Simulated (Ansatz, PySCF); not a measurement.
This triplet is an excited state, 1.54 eV above the relaxed singlet at the level B3LYP/cc-pVTZ // PBE0-D3(BJ)/def2-TZVP (Ansatz, a quantum-chemistry and plane-wave program).

C₂H₂N₂, SMILES `[C-]#[N+][C]N` (excited triplet) (charge 0, multiplicity 3)

Computed with PySCF with PBE0-D3(BJ)/def2-TZVP.

```
Item                                                            Value
-----------------------------  --------------------------------------
highest occupied spin orbital                                -6.49 eV
dipole moment                                               1.016 e·Å
total energy                                              -5077.73 eV
cost                           about 60 core-seconds (a rough figure)
```

```xyz
6

C      2.4570    -0.5459     0.7586
N      1.3506    -0.3227     0.3747
C      0.2118    -0.1230    -0.2224
N     -0.9852     0.2582     0.3048
H     -1.3143     1.1690     0.0111
H     -1.7199    -0.4357     0.2502
```
Charge 0, spin multiplicity 3.
